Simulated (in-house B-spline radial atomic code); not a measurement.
A fraction x of an electron is removed from 3d in Rh II (Rh+), starting from [Kr] 4d8 and keeping the highest spin. Level of theory: scalar-relativistic (X2C) TPSS, spin-polarised, spherical fractional occupations, Fermi nucleus of rms radius 4.4945 fm; calculated with an all-electron radial atomic-structure program (B-spline basis).

| x | E(x) - E(0) (eV) | 3d down level (eV) |
| --- | --- | --- |
| 0 | 0.0000 | -307.635 |
| 0.11 | 34.0380 | -311.245 |
| 0.2 | 62.1842 | -314.232 |
| 0.28 | ? | ? |
| 0.5 | 157.9700 | -324.392 |
| 0.54 | 170.9732 | -325.769 |
| 0.66 | 210.3149 | -329.933 |
| 0.78 | 250.1589 | -334.142 |
| 0.93 | ? | ? |
| 1 | 324.5288 | -341.972 |

Task: What belongs in the row x = 0.28?

Result: An energy change of 87.4297 eV; 3d down at -316.911 eV.

Task: What belongs in the row x = 0.93?

Result: An energy change of 300.6786 eV; 3d down at -339.465 eV.

Task: Check Janak's theorem between x = 0.11 and 0.2.

Result: The slope of the energy is 312.74 eV; the orbital levels give 312.74 eV (-ε of the emptying orbital, averaged over the two points).
